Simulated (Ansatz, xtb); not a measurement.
System: CAuO, charge 1, multiplicity 1. SMILES: O=[C+][Au]
Structure (B3LYP-D3(BJ)/def2-TZVP (Ansatz, a first-principles code) minimum search):
```xyz
3

Au     0.0000     0.0000    -0.3897
C      0.0000     0.0000     1.5619
O      0.0000     0.0000     2.6769
```
Charge +1, spin multiplicity 1.

Harmonic wavenumbers from GFN2-xTB (xtb, at its own minimum), cm⁻¹: 296, 296, 394, 2317.

Problem. Give the harmonic wavenumbers at B3LYP-D3(BJ)/def2-TZVP (Ansatz, finite differences of forces, unscaled).

Solution. 309, 309, 383, 2306 cm⁻¹. Zero-point energy 4.7 kcal/mol.

Problem. From these and the geometry, give the ideal-gas thermochemistry at 298.15 K and 1 atm (rigid rotor, harmonic oscillator).

Solution. Point group C∞v, rotational symmetry number 1. Rotational constants 2.924, 2.924 GHz. S(trans) 42.13, S(rot) 17.21, S(vib) 3.76, S(elec, spin only) 0.00, S 63.1 cal/(mol K). H(298) - H(0) 2.79 kcal/mol; G - E(el) -11.3 kcal/mol.
